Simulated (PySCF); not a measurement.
## GdCl: from constants to spectrum

PBE constants of GdCl, octet, about 7.1 electrons in the 4f shell (Mulliken) (PySCF, spin-free X2C with a Gaussian nucleus, basis sets Gd x2c-SVPall, Cl x2c-SVPall; masses 157.9241 and 34.9689 u):

| Item | Value |
| --- | --- |
| ωe | 352.9 cm⁻¹ |
| ωexe | 1.08 cm⁻¹ |
| Be | 0.10145 cm⁻¹ |
| αe | 0.000403 cm⁻¹ |
| D (centrifugal) | 3.35e-08 cm⁻¹ |
| De to Gd (4f7 5d1 6s2) + Cl | 5.40 eV |

Problem. Give the vibrational terms G(v) and spacings up to v = 6.

Solution. G(v) = ωe(v+½) − ωexe(v+½)².

```
v  G(v) (cm⁻¹)  G(v) − G(v−1)  Bv (cm⁻¹)
0        176.2                    0.1012
1        526.9          350.7     0.1008
2        875.5          348.6     0.1004
3       1221.9          346.4     0.1000
4       1566.2          344.3     0.0996
5       1908.3          342.1     0.0992
6       2248.2          339.9     0.0988
```

Problem. How well does the Morse estimate ωe²/(4ωexe) reproduce De, and what is D0?

Solution. It gives 3.57 eV, 66 % of the computed De. D0 = De − G(0) = 5.40 − 0.02 = 5.38 eV.

These are scalar-relativistic numbers at best; spin–orbit coupling would shift them, the dissociation energy most. Counting both spins, an empty level lies below a filled one in this solution, because spin and occupation are held. The state is the lowest single determinant that the PBE0 search found; with open d or f shells the true ground state can be another one.
